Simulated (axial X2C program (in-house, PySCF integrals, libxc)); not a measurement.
# Low determinants of LiTe at the PBE0 level, without spin–orbit coupling

All values were computed with an axial X2C code built on PySCF integrals. Spin-free means the one-electron spin-free X2C Hamiltonian. Basis: Te dyall-cv3z [11s12p8d4f1g], Li dyall-cv3z [7s8p2d] (cores contracted in-house); Gaussian nuclei, density fitting, unrestricted open shells. Masses: Te 129.906 u, Li 7.016 u.

Search at 2.520 Å (vertical energies from the lowest determinant):

```json
{"ΔE (eV)": "0.00", "state": "M_S = 1/2, Λ = 1", "electrons beyond evenly filled partner blocks": "π+α, π+β, π-α", "electrons in σ, π, δ, φ": "24 23 8 0"}
{"ΔE (eV)": "0.72", "state": "M_S = 1/2, Λ = 0", "electrons beyond evenly filled partner blocks": "σα", "electrons in σ, π, δ, φ": "23 24 8 0"}
{"ΔE (eV)": "2.67", "state": "M_S = 3/2, Λ = 0", "electrons beyond evenly filled partner blocks": "σα, π+α, π-α", "electrons in σ, π, δ, φ": "25 22 8 0"}
{"ΔE (eV)": "2.71", "state": "M_S = 1/2, Λ = 0", "electrons beyond evenly filled partner blocks": "σβ, π+α, π-α", "electrons in σ, π, δ, φ": "25 22 8 0"}
{"ΔE (eV)": "3.29", "state": "M_S = 3/2, Λ = 1", "electrons beyond evenly filled partner blocks": "2 × σα, π+α, π+β, π-α", "electrons in σ, π, δ, φ": "24 23 8 0"}
{"ΔE (eV)": "3.63", "state": "M_S = 1/2, Λ = 0", "electrons beyond evenly filled partner blocks": "σα, π+β, π-α", "electrons in σ, π, δ, φ": "25 22 8 0"}
```

Lowest determinant, M_S = 1/2, Λ = 1 (beyond evenly filled blocks: π+α, π+β, π-α): Re = 2.484 Å, ωe = 457.7 cm⁻¹.

The determinant in row 2 of the search, M_S = 1/2, Λ = 0 (beyond evenly filled blocks: σα), was followed along the bond at PBE0; measured from the minimum of the lowest determinant it gives:

Te = 0.696 eV (5610 cm⁻¹), Re = 2.415 Å, ωe = 437.0 cm⁻¹.

Question: Compare the bond of the determinant in row 2 with that of the lowest one.

Answer: At PBE0 its Re is 0.069 Å shorter and its force constant, which goes as ωe², is 0.91 times that of the lowest determinant. T0 ≈ Te + Δωe/2 = 5610 + (-10) = 5600 cm⁻¹.

The search compares states at one distance, so a state with another bond length can lie lower; it is not exhaustive and yields mostly the lowest determinant of each block pattern, so other components and higher states of one pattern are missing. These are energies of single determinants, not of spin-adapted states; PBE0 term energies can be off by some tenths of an eV, and the functional has no current term.
